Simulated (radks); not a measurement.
The numbers below are computed, except where a source is named.
Isoelectronic series with 2 electrons, each ion in its NIST ground configuration. Level of theory: non-relativistic Kohn-Sham, PBEsol, spin-polarised, spherical densities, point nucleus (a radial shooting solver on a logarithmic mesh with Libxc functionals). Total energies (hartree) and mean radii <r> (bohr):

ion	configuration	E (hartree)	1s
He	[He]	-2.85772	0.9513
B3+	[He]	-21.86991	0.3273
O6+	[He]	-58.87754	0.1978
Si12+	[He]	-186.89076	0.1104
Cl15+	[He]	-277.89710	0.09044
Ca18+	[He]	-386.90337	0.07659
V21+	[He]	-513.90961	0.06642
Fe24+	[He]	-658.91582	0.05863
Cu27+	[He]	-821.92201	0.05248
Ge30+	[He]	-1002.92820	0.04749
Br33+	[He]	-1201.93438	0.04337
Sr36+	[He]	-1418.94056	0.03991
Nb39+	[He]	-1653.94673	0.03696
Ru42+	[He]	-1906.95290	0.03442
Ag45+	[He]	-2177.95906	0.03220
Sn48+	[He]	-2466.96523	0.03025
